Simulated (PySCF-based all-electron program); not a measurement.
**CH₄Mo, singlet: all-electron forces**

Calculated with an in-house all-electron program built on PySCF, in large uncontracted Gaussian sets near the basis limit; Koelling–Harmon scalar relativity, no spin–orbit coupling, spin-restricted. Forces are good to about 0.012 eV/Å. In part, a faulty basis table may shift these forces by a few meV per angstrom. Atoms are numbered as listed.

Shape A:

| atom | x (Å) | y (Å) | z (Å) |
| --- | --- | --- | --- |
| Mo | 0.0000 | 0.0000 | 0.0000 |
| C | 0.0000 | 0.0000 | 1.7130 |
| H | 0.0000 | 0.0000 | 2.8070 |
| H | 1.7020 | 0.0000 | -0.0832 |
| H | -0.8510 | 1.4740 | -0.0832 |
| H | -0.8510 | -1.4740 | -0.0832 |

PBE forces:

```csv
atom,Fx,Fy,Fz (eV/Å)
Mo1,0.000,0.000,0.065
C2,0.000,0.000,-0.023
H3,0.000,0.000,-0.011
H4,-0.004,0.000,-0.010
H5,0.002,-0.003,-0.010
H6,0.002,0.003,-0.010
```

**Question.** What forces does r2SCAN give in shape A?

**Answer.** The forces move by 0.254 eV/Å (r.m.s. over the atoms) from PBE.

| atom | Fx | Fy | Fz (eV/Å) |
| --- | --- | --- | --- |
| Mo1 | 0.000 | 0.000 | 0.567 |
| C2 | 0.000 | 0.000 | -0.251 |
| H3 | 0.000 | 0.000 | -0.239 |
| H4 | -0.104 | 0.000 | -0.025 |
| H5 | 0.052 | -0.090 | -0.025 |
| H6 | 0.052 | 0.090 | -0.025 |

Shape B:

| atom | x (Å) | y (Å) | z (Å) |
| --- | --- | --- | --- |
| Mo | 0.0000 | 0.0000 | 0.0000 |
| C | 0.0000 | 0.0000 | 1.5417 |
| H | 0.0000 | 0.0000 | 2.6357 |
| H | 1.7020 | 0.0000 | -0.0832 |
| H | -0.8510 | 1.4740 | -0.0832 |
| H | -0.8510 | -1.4740 | -0.0832 |

Against shape A, Mo1–C2 goes from 1.713 to 1.542 Å.

**Question.** What forces does PBE give in shape B?

**Answer.** 

```
atom      Fx      Fy  Fz (eV/Å)
 Mo1   0.000   0.000    -11.273
  C2   0.000   0.000     11.224
  H3   0.000   0.000      0.008
  H4   0.093   0.000      0.014
  H5  -0.046   0.080      0.014
  H6  -0.046  -0.080      0.014
```

**Question.** What forces does r2SCAN give in shape B?

**Answer.** The forces move by 0.239 eV/Å (r.m.s. over the atoms) from PBE.

```
atom      Fx      Fy  Fz (eV/Å)
 Mo1   0.000   0.000    -10.801
  C2   0.000   0.000     11.020
  H3   0.000   0.000     -0.215
  H4  -0.003   0.000     -0.001
  H5   0.001  -0.002     -0.001
  H6   0.001   0.002     -0.001
```
